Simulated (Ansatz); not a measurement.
Start from `CC(=O)OBF` and change one atom or group to get `C[SiH2]OC(C)=O`.

Ansatz, PBE0-D4/def2-TZVP geometries, multiplicity 1. Each molecule was computed in one conformer, which needn't be the lowest.

```
                                        property  `CC(=O)OBF`
size of the dipole moment (B3LYP/def2-TZVPP) / D         2.28
               HOMO energy (PBE/def2-TZVPP) / eV        -6.83
           LUMO energy (ωB97M-V/def2-TZVPP) / eV         1.34
              LUMO energy (PBE0/def2-TZVPP) / eV        -0.82
             HOMO energy (B3LYP/def2-TZVPP) / eV        -8.28
  size of the dipole moment (PBE/def2-TZVPP) / D         2.23
```

Question: Give the same properties after the change, and the shifts. (An estimate is asked.)

Answer: The calculation gave: 
```json
{"property": "size of the dipole moment (B3LYP/def2-TZVPP) / D", "`C[SiH2]OC(C)=O`": "2.43", "shift": "0.15"}
{"property": "HOMO energy (PBE/def2-TZVPP) / eV", "`C[SiH2]OC(C)=O`": "-6.39", "shift": "0.44"}
{"property": "LUMO energy (ωB97M-V/def2-TZVPP) / eV", "`C[SiH2]OC(C)=O`": "2.20", "shift": "0.86"}
{"property": "LUMO energy (PBE0/def2-TZVPP) / eV", "`C[SiH2]OC(C)=O`": "0.15", "shift": "0.97"}
{"property": "HOMO energy (B3LYP/def2-TZVPP) / eV", "`C[SiH2]OC(C)=O`": "-7.82", "shift": "0.46"}
{"property": "size of the dipole moment (PBE/def2-TZVPP) / D", "`C[SiH2]OC(C)=O`": "2.41", "shift": "0.18"}
```

With PBE0 the HOMO rises by 0.47 eV and the LUMO rises by 0.97 eV, so the gap widens by about 0.50 eV. PBE moves the HOMO by 0.44 eV and ωB97M-V by 0.46 eV. Dipoles are sizes alone; their direction can turn.

B3LYP here is the variant with VWN-RPA as its local correlation; programs differ in this.
